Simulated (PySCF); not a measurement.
This PySCF input asks for the NMR shieldings of SMILES [BH3-][P@H+]1CCC=C1[SiH3], C₄H₁₂BPSi; the geometry comes from GFN2-xTB.

```python
import basis_set_exchange as bse
import numpy as np
from pyscf import gto, dft
from pyscf.prop import nmr

atoms = """
B    -0.165126    2.422056   -0.662661
P    -0.508864    0.812926    0.306955
C    -1.842828   -0.320001   -0.284334
C    -1.344116   -1.752878   -0.061653
C     0.147510   -1.700507    0.077330
C     0.723320   -0.519820    0.299985
Si    2.555254   -0.147707    0.517889
H     0.087155    2.022634   -1.761353
H     0.760063    2.936955   -0.116304
H    -1.171431    3.057653   -0.607708
H    -0.792450    0.856065    1.681576
H    -2.794978   -0.117508    0.207387
H    -1.968202   -0.116793   -1.352175
H    -1.765577   -2.172020    0.858081
H    -1.639516   -2.411962   -0.880972
H     0.703529   -2.625856    0.023317
H     3.016954    0.687356   -0.587036
H     2.728625    0.531387    1.805405
H     3.260877   -1.432730    0.528809
"""
names = dict.fromkeys(["B", "P", "C", "Si", "H"], "pcSseg-1")
basis = {el: gto.basis.parse(bse.get_basis(n, elements=[el], fmt="nwchem")) for el, n in names.items()}
mol = gto.M(atom=atoms, basis=basis, charge=0, verbose=0)
mf = dft.RKS(mol, xc="PBE0")
mf.grids.level = 2
mf.grids.alignment = dft.numint.BLKSIZE   # the property module wants whole blocks of grid points
mf.conv_tol = 1e-9
mf.kernel()

calc = nmr.RKS(mf)   # GIAO
C = mf.mo_coeff
Co = C[:, mf.mo_occ > 0]
resp = mf.gen_response(singlet=True, hermi=2)
def vind(x):   # induced exchange potential for any number of trial vectors
    d = np.einsum("pi,xij,qj->xpq", C, 2 * x.reshape(-1, C.shape[1], Co.shape[1]), Co, optimize=True)
    return np.einsum("xpq,pi,qj->xij", resp(d - d.transpose(0, 2, 1)), C, Co, optimize=True).ravel()
mo1, _ = nmr.rhf.solve_mo1(calc, with_cphf=vind)
sigma = calc.kernel(mo1)
for i, s in enumerate(sigma):   # ppm
    print("%2d %-2s %9.2f" % (i, mol.atom_pure_symbol(i), np.trace(s) / 3))
```

**Question.** Give the expected output.

**Answer.** 
```
 0 B     150.27
 1 P     315.44
 2 C     161.35
 3 C     145.74
 4 C      19.88
 5 C      51.99
 6 Si    427.41
 7 H      30.93
 8 H      30.58
 9 H      30.70
10 H      26.08
11 H      29.51
12 H      29.78
13 H      28.94
14 H      28.76
15 H      24.64
16 H      27.19
17 H      27.45
18 H      27.47
```

These numbers come from an equivalent density-fitted implementation of the same equations, which agrees with the script to about 0.01 ppm for H and up to a few tenths of a ppm for heavy atoms, so last digits may differ.

Size and cost of the density-fitted run: 193 basis functions, roughly 110 core-seconds.
